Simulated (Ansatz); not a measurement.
Start from `CC(C)OB(N)F` and change one atom or group to get `CC(C)[O][In]([Cl])[Cl]`.

Ansatz, PBE0-D4/def2-TZVP geometries, multiplicity 1. Each molecule was computed in one conformer, which needn't be the lowest.

Elements past krypton have def2 core potentials.

| property | `CC(C)OB(N)F` |
| --- | --- |
| LUMO energy (ωB97M-V/def2-TZVPP) / eV | 2.20 |
| size of the dipole moment (B3LYP/def2-TZVPP) / D | 0.77 |
| size of the dipole moment (ωB97M-V/def2-TZVPP) / D | 0.75 |
| LUMO energy (PBE/def2-TZVPP) / eV | 0.15 |
| HOMO–LUMO gap (B3LYP/def2-TZVPP) / eV | 7.94 |
| HOMO energy (PBE0/def2-TZVPP) / eV | -7.60 |

Question: Give the same properties after the change, and the shifts. (Estimate.)

Answer: Ansatz gave: 
```json
{"property": "LUMO energy (ωB97M-V/def2-TZVPP) / eV", "`CC(C)[O][In]([Cl])[Cl]`": "-0.42", "shift": "-2.62"}
{"property": "size of the dipole moment (B3LYP/def2-TZVPP) / D", "`CC(C)[O][In]([Cl])[Cl]`": "2.50", "shift": "1.73"}
{"property": "size of the dipole moment (ωB97M-V/def2-TZVPP) / D", "`CC(C)[O][In]([Cl])[Cl]`": "2.41", "shift": "1.66"}
{"property": "LUMO energy (PBE/def2-TZVPP) / eV", "`CC(C)[O][In]([Cl])[Cl]`": "-3.24", "shift": "-3.39"}
{"property": "HOMO–LUMO gap (B3LYP/def2-TZVPP) / eV", "`CC(C)[O][In]([Cl])[Cl]`": "5.31", "shift": "-2.63"}
{"property": "HOMO energy (PBE0/def2-TZVPP) / eV", "`CC(C)[O][In]([Cl])[Cl]`": "-8.22", "shift": "-0.62"}
```

With PBE0 the HOMO falls by 0.62 eV and the LUMO falls by 3.31 eV, so the gap narrows by about 2.69 eV. PBE moves the HOMO by -0.62 eV and ωB97M-V by -0.62 eV. Dipoles are sizes alone; their direction can turn.

B3LYP here is the variant with VWN-RPA as its local correlation; programs differ in this.
